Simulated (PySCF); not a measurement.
C$_{2}$H$_{4}$N, doublet (typed; the unrestricted solution is spin-contaminated), at a GFN2-xTB geometry. Base run: PySCF with HF/6-31G*.

Here is a job for PySCF.
```python
from pyscf import gto, scf

mol = gto.Mole()
mol.atom = '''
    C     1.136327   -0.224599   -0.249004
    N     0.010674    0.383159   -0.097888
    C    -1.143086   -0.018036    0.310992
    H     1.225606   -1.300135   -0.368214
    H     2.025505    0.375422   -0.338318
    H    -1.998418    0.596918    0.089907
    H    -1.286853   -0.898503    0.929916
'''
mol.basis = '6-31g*'
mol.charge = 0
mol.spin = 1
mol.verbose = 4
mol.build()

mf = scf.UHF(mol)
mf.kernel()
```

Each row names what was changed in the base input (with any setting that the change needs).

| change | ΔE vs base (mEh) | fitting functions | dipole (D) |
|---|---|---|---|
| base | 0.000 | - | 1.33 |
| only_dfj = on; auxbasis = def2-universal-jfit | -0.155 | 191 | 1.33 |
| auxbasis = even-tempered beta=2.0 | 0.164 | 398 | 1.33 |
| auxbasis = even-tempered beta=3.0 | -0.241 | 270 | 1.33 |
| auxbasis = even-tempered beta=1.6 | 0.102 | 592 | 1.33 |
| auxbasis = def2-svp-ri | -2.215 | 200 | 1.33 |
| auxbasis = def2-universal-jkfit | 0.062 | 299 | 1.33 |
| auxbasis = def2-universal-jfit | 2.030 | 191 | 1.33 |
| auxbasis = autoaux | 0.445 | 367 | 1.33 |
| auxbasis = cc-pvqz-jkfit | 0.007 | 522 | 1.33 |

A fitting set is made for a task (jfit for Coulomb, jkfit for Coulomb and exchange, ri for correlation) and for a family of orbital bases.

Open shells are given as the SCF converged; they aren't shown to be the lowest states, and a large step between rows can be another state.
